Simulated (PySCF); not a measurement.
**Spinor energies of Cu²²⁺ (copper, charge +22)**

Start: [He] 2s2 2p3; 2p1/2 filled at m_j = -1/2, +1/2; 2p3/2 filled at m_j = +3/2. Calculated with PySCF 2.14 in an uncontracted even-tempered set (17 s from 6.1 bohr⁻², ratio 2.4; 11 p from 7.9 bohr⁻², ratio 2.4; 5 d from 30 bohr⁻², ratio 2.6; 4 f from 45 bohr⁻², ratio 2.6): generalised Hartree-Fock with the X2C-1e Hamiltonian and a Gaussian nucleus; one run each with spin-orbit coupling (SO) switched off, then screened by Boettger's factors.

| spinor shell | electrons | ε, spin-free (eV) | ε, screened SO (eV) | weight of nominal j (screened SO) | rms radius, screened SO (bohr) |
| --- | --- | --- | --- | --- | --- |
| 1s1/2 | 2 | -10268.3 | -10267.3 | 1.000 | 0.0598 |
| 2s1/2 | 2 | -2152.2 | -2151.9 | 1.000 | 0.241 |
| 2p1/2 | 2 | -2062.5 | -2067.7 | 0.780 | 0.210 |
| 2p3/2 | 1 | -2062.5 | -2051.9 | 1.000 | 0.212 |

| quantity | spin-free | screened SO |
| --- | --- | --- |
| E (hartree) | -1258.17006 | -1258.42855 |
| M_J | 3/2 | 3/2 |
| ⟨J²⟩ | 3.750 | 3.761 |
| ⟨L²⟩ | 0.000 | 0.425 |
| ⟨S²⟩ | 3.750 | 3.211 |

Each row is a mean over spinors that exchange with the open shell spreads, by up to 58.771 eV (2s1/2).

Rows whose weight is well below 1 are mixtures of j = l ± 1/2: exchange outweighs spin-orbit coupling there, and the label is only the starting occupation.

Without spin-orbit coupling the j labels of p, d and f shells carry no meaning; the spin-free column gives the mean over the occupied spinors of each nl shell.
